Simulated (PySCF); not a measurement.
I4Se, charge +1, multiplicity 2. Atoms are numbered in the order given.

```xyz
5

Se     0.0000     0.0000     0.0000
I     -1.5110     1.5110     1.5110
I      1.5110     1.5110    -1.5110
I      1.5110    -1.5110     1.5110
I     -1.5110    -1.5110    -1.5110
```
Charge +1, spin multiplicity 2.

Geometry: PBE-D3(BJ)/def2-SVP. The def2 effective core potentials stand for the cores of I; spin–orbit coupling is left out.

Method: PBE-D3(BJ)/def2-SVP in PySCF.

Frequencies are harmonic and unscaled.

Modes within 1.5 cm⁻¹ of each other (mostly degenerate sets) share a row, with their intensities summed.

| mode | ν (cm⁻¹) | IR (km/mol) | moving atoms (share of kinetic energy) |
|---|---|---|---|
| 1–2 | 38 | 0.0 | I 100 % |
| 3–5 | 49 | 1.1 | I 89 %, Se 11 % |
| 6 | 138 | 0.0 | I 100 % |
| 7–9 | 204 | 104.4 | Se 75 %, I 25 % |
